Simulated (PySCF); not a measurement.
**C₆ coefficients of unlike pairs at PBE**

Calculated with PySCF 2.14 from the dipole response of each species, C₆(A,B) = (3/π) ∫ α_A(iu) α_B(iu) du, in atomic units, from isotropic polarisabilities. For ions this is the dispersion term alone; charge-induced terms of lower order in 1/R come first.

```csv
species,configuration,basis,relativity,α (bohr³),C₆ (like pair)
Br²⁺,[Ar] 3d10 4s2 4p3 (4S),"aug-cc-pVQZ-PP with one added diffuse shell each of s, p, d, f, g type with ECP10MDF (8s7p6d4f3g)",core potential,8.347,39.97
Ge,[Ar] 3d10 4s2 4p2 (3P),"aug-cc-pVQZ-PP with one added diffuse shell each of s, p, d, f, g type with ECP10MDF (8s7p6d4f3g)",core potential,46.51,405.3
Fe⁺,[Ar] 3d6 4s1 (6D),aug-cc-pVDZ-DK (7s6p4d2f),spin-free X2C,24.99,124.7
As²⁺,[Ar] 3d10 4s2 4p1 (2P),def2-QZVPPD (12s7p5d4f1g),none,10.49,46.54
```

Question: Estimate C₆ for Ge with Br²⁺.

Answer: The integral gives 113.8. The combination rule 2 C_A C_B / (C_A α_B/α_A + C_B α_A/α_B) gives 109.7 and the geometric mean 127.3.

No spin-orbit coupling is included.

The other pairs:

```csv
pair,C₆
"As²⁺, Ge",129.2
"Fe⁺, Br²⁺",64.86
"As²⁺, Br²⁺",42.75
"As²⁺, Fe⁺",72.97
"Fe⁺, Ge",223.9
```
